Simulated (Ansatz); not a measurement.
The cluster Pd₂O₂⁻. Charge -1, multiplicity 4. Geometry r2SCAN-D4/def2-TZVPD; atoms count from 1.

Cartesian coordinates in Å:
```
Pd -0.0360 0.8980 0.9895
Pd 0.0361 -0.8980 -0.9894
O -1.3173 0.5103 -0.5111
O 1.3172 -0.5103 0.5111
```

In the def2 sets Pd takes a core potential; there is no spin–orbit coupling. At PBE0-D4/def2-TZVPD a doublet of charge -1 lies 0.22 eV below the quartet, each at its own geometry. The structure comes from a short search, and lower isomers may exist.

(1) Estimate the Mulliken populations from the PBE0/def2-TZVPD orbitals of Ansatz.

(2) Where does the spin sit?

(3) And the Mayer bond orders between heavy atoms (over 0.3)?

Results:

(1) 
```json
{"atom": "Pd1", "charge (e)": "0.50", "spin (α − β)": "0.75", "d electrons": "8.89"}
{"atom": "Pd2", "charge (e)": "0.50", "spin (α − β)": "0.75", "d electrons": "8.89"}
{"atom": "O3", "charge (e)": "-1.00", "spin (α − β)": "0.75", "d electrons": "–"}
{"atom": "O4", "charge (e)": "-1.00", "spin (α − β)": "0.75", "d electrons": "–"}
```
Mulliken values depend strongly on the basis. With diffuse functions, as here, like atoms can get unlike values, and bond orders can come out too low or too high.

(2) Summed by element: Pd 1.51, O 1.49, of 3 unpaired in all. Largest on single atoms: Pd1 0.75, Pd2 0.75, O3 0.75.

(3) Pd1–O3 0.58 (2.01 Å); Pd1–O4 0.58 (2.01 Å); Pd2–O3 0.58 (2.01 Å); Pd2–O4 0.58 (2.01 Å).
